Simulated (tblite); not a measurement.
Species: C8H13F.
Z-matrix (Å and degrees, GFN2-xTB geometry), rows numbered from 1:
```
C 
C   1  1.3221
C   2  1.5000  1  123.25
C   3  1.5303  2  109.90  1   123.26
C   4  1.5246  3  110.45  2    56.05
C   5  1.5293  4  110.57  3   -58.40
C   6  1.5263  5  111.08  4  -179.62
F   7  1.3751  6  110.91  5   -61.00
C   2  1.5001  1  122.90  3   178.68
H   1  1.0772  2  121.99  3  -179.42
H   1  1.0770  2  121.89  3     1.40
H   3  1.0937  2  109.07  1  -117.50
H   3  1.0909  2  110.48  1     1.33
H   4  1.0927  3  109.22  2   -64.38
H   4  1.0916  3  109.81  2   177.43
H   5  1.0926  4  109.95  3  -179.69
H   5  1.0920  4  109.65  3    61.83
H   6  1.0959  5  109.13  4   -61.77
H   7  1.0951  6  111.40  5  -179.38
H   7  1.0951  6  111.43  5    57.40
H   9  1.0917  2  110.40  1    -1.54
H   9  1.0938  2  109.32  1   117.36
```

Method: GFN2-xTB as coded in tblite; computed harmonic values from a numerical Hessian at the method's own geometry, unscaled. The method is semi-empirical: single wavenumbers can be off by several per cent or more. One conformer, not necessarily the lowest.

Harmonic wavenumbers (cm⁻¹): 83.7, 101.2, 116.6, 209.6, 274.3, 295.6, 371.4, 406.8, 421.2, 469.9, 587.6, 637.9, 711.9, 814.0, 871.1, 884.6, 897.7, 909.9, 921.1, 955.0, 973.3, 987.5, 1002.6, 1088.3, 1093.6, 1102.9, 1112.0, 1141.9, 1190.2, 1211.8, 1227.7, 1246.2, 1264.1, 1279.4, 1306.8, 1322.5, 1325.0, 1334.9, 1345.7, 1363.6, 1425.5, 1448.2, 1470.8, 1478.8, 1488.1, 1496.3, 1736.4, 2930.2, 2939.6, 2947.4, 2950.9, 2959.6, 2966.7, 2972.1, 2983.5, 2984.6, 2990.1, 2994.1, 3099.8, 3122.0.

A = 2713, B = 1133, C = 910.4 MHz; mass 128.100 u (most abundant isotopes); point group C1, symmetry number 1.

Zero-point energy?

Half the sum of the wavenumbers: 42123 cm⁻¹ = 503.90 kJ/mol.

Entropy at 298.15 K, 1 bar (ideal gas, RRHO, classical rotation)?

Translation 169.38, rotation 121.88, vibration 93.29: S = 384.5 J/(mol K).

And Cp and H(298.15 K) − H(0)?

Cp = 151.14 J/(mol K), of which vibrations give 117.88 (their classical limit is 60 R = 498.9); H(298.15 K) − H(0) = 25.75 kJ/mol without the zero-point energy, 15.83 from vibrations.

Which modes carry the vibrational entropy at 298.15 K?

83.7 cm⁻¹: 15.91; 101.2 cm⁻¹: 14.36; 116.6 cm⁻¹: 13.20; 209.6 cm⁻¹: 8.57; 274.3 cm⁻¹: 6.56; 295.6 cm⁻¹: 6.03 J/(mol K); the other 54 give 28.66 together.

How do the functions run with temperature in this model?

```tsv
T (K)	S (J/(mol K))	Cp (J/(mol K))	H − H(0) (kJ/mol)	G − H(0) (kJ/mol)	ln q(vib)
100	276.8	66.5	4.74	-22.94	0.92
200	334.4	104.7	13.27	-53.61	2.80
300	385.5	152.1	26.03	-89.62	4.87
500	486.6	248.9	66.47	-176.86	9.44
800	626.6	345.7	156.96	-344.35	16.79
1000	708.5	387.5	230.50	-478.02	21.62
```

q(vib) and H(0) count from the zero-point level.

What must be added to the electronic energy to get the Gibbs energy at 298.15 K and 1 bar?

ZPE + [H(298.15 K) − H(0)] − T·S = 503.90 + 25.75 − 114.65 = 415.00 kJ/mol.

Blend soft modes into free rotors: weight 1/[1 + (100 cm⁻¹/ν̃)⁴] for the oscillator and the rest for a rotor with moment μB/(μ + B), μ = h/(8π²ν), B = 10⁻⁴⁴ kg m². What vibrational entropy results?

89.35 J/(mol K) in place of 93.29, which changes −T·S at 298.15 K by +1.17 kJ/mol.

Hindered rotation and anharmonicity are outside this model. Other conformers, if any are populated, would add a mixing term that is left out. The structure is chiral; the term R ln 2 for an equal mix with its mirror image is left out.
